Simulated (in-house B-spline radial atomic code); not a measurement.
# Dy2+: [Xe] (4f5/2)1 (4f7/2)8 (7f7/2)1 (an excited or competing configuration)

Computed with an all-electron radial atomic-structure program (B-spline basis): Dirac-Hartree-Fock, average of the jj configuration, Fermi nucleus of rms radius 5.2218 fm.

Screening seen three ways: the hydrogenic charge with the same mean radius, Z_r = [3n² - l(l+1)]/(2<r>), the one with the same energy, Z_e = n√(-2ε), and Slater's rules. Values are occupation-weighted means over j. An effective charge above Z reflects the relativistic contraction of the inner shells.

| shell | electrons | ε (eV) | <r> (bohr) | Z_r | Z_e | Slater |
| --- | --- | --- | --- | --- | --- | --- |
| 1s | 2 | -54140 | 0.02111 | 71.04 | 63.08 | 65.70 |
| 2s | 2 | -9163 | 0.08915 | 67.30 | 51.90 | 61.85 |
| 2p | 6 | -8159.8 | 0.07914 | 63.18 | 48.98 | 61.85 |
| 3s | 2 | -2117 | 0.2334 | 57.85 | 37.42 | 54.75 |
| 3p | 6 | -1799.7 | 0.2322 | 53.84 | 34.50 | 54.75 |
| 3d | 10 | -1374.9 | 0.2119 | 49.55 | 30.16 | 44.85 |
| 4s | 2 | -468.79 | 0.5297 | 45.31 | 23.48 | 38.25 |
| 4p | 6 | -360.89 | 0.5599 | 41.08 | 20.60 | 38.25 |
| 4d | 10 | -207.15 | 0.6095 | 34.45 | 15.61 | 26.85 |
| 5s | 2 | -87.259 | 1.297 | 28.91 | 12.66 | 12.60 |
| 5p | 6 | -57.943 | 1.49 | 24.50 | 10.32 | 12.60 |
| 4f | 9 | -44.081 | 0.7834 | 22.98 | 7.20 | 17.20 |
| 7f | 1 | -3.4184 | 15.89 | 4.25 | 3.51 | 3.00 |

The least bound orbital is 7f7/2 at -3.418 eV, and it is also the most diffuse (<r> = 15.89 bohr).

For the 1s electron the small component carries 6.07 % of the norm, the zero-frequency Breit interaction raises the level by 166.8 eV, self-energy by 100.7 eV, and vacuum polarisation lowers it by 16.91 eV.
